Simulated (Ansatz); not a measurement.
Harmonic frequencies (cm⁻¹) at PBE0-D4/def2-TZVP from Ansatz: 122, 178, 204, 326, 450, 695, 701, 734, 2220.

Q: Which molecule is it?
A. `[I][Ge]([I])([I])[I]`
B. `[F][Ge]([F])([F])[Cl]`
C. `[F][GeH]([Cl])[Br]`
D. `[OH][GeH2][F]`

A: C.
